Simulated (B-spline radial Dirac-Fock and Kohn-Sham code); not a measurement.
## The free lead atom: differential elastic cross section for electrons at 115 eV

Level of theory: relativistic (Dirac) partial waves in the static field of the Dirac-Fock atom with Furness-McCarthy exchange, without polarisation or absorption potentials; a radial atomic solver. Below a few hundred eV the neglected polarisation potential matters, most of all at small angles.

The run's input, task.json:

```json
{"items": [{
  "Z": 82,
  "q": 0,
  "cfg": [[1, 0, 2], [2, 0, 2], [2, 1, 6], [3, 0, 2], [3, 1, 6], [3, 2, 10], [4, 0, 2], [4, 1, 6], [4, 2, 10], [4, 3, 14], [5, 0, 2], [5, 1, 6], [5, 2, 10], [6, 0, 2], [6, 1, 2]],
  "A": 208,
  "rrms": 5.5012,
  "do": "elastic",
  "energies": [[115.0, 0]],
  "theta": [0, 10, 20, 30, 40, 50, 60, 70, 80, 90, 100, 110, 120, 130, 140, 150, 160, 170, 180]
}]}
```

Command: `python xray2_run.py task.json out`

```
θ (°)  dσ/dΩ (Å²/sr)  Sherman function
    0           24.9             0.000
   10           15.4             0.000
   20           6.13             0.018
   30           2.52             0.065
   40          0.917             0.124
   50          0.347             0.064
   60          0.269            -0.182
   70          0.318            -0.227
   80          0.342            -0.167
   90          0.292            -0.090
  100          0.179            -0.003
  110         0.0663             0.162
  120         0.0152             0.527
  130         0.0207            -0.065
  140         0.0393            -0.230
  150         0.0548            -0.195
  160         0.0850            -0.090
  170          0.129            -0.026
  180          0.152             0.000
```

Q: What integrated cross sections go with this distribution?

A: The total elastic cross section is 9.66 Å², the first transport cross section 2.18 Å² and the second, weighted with (3/2) sin²θ, 3.88 Å². The mean deflection is ⟨1 − cos θ⟩ = 0.226, and 5.8 % of the collisions scatter beyond 90°.

On this grid of angles the cross section has minima near 60°, 120°, from interference among the few low partial waves with large phase shifts.

Phase shifts modulo π (rad) for κ = −1 to −5: 1.328, -1.140, -0.829, -1.280, 1.080.

Values without a named source are computed, but for edge energies of neutral atoms, which are taken from tables.
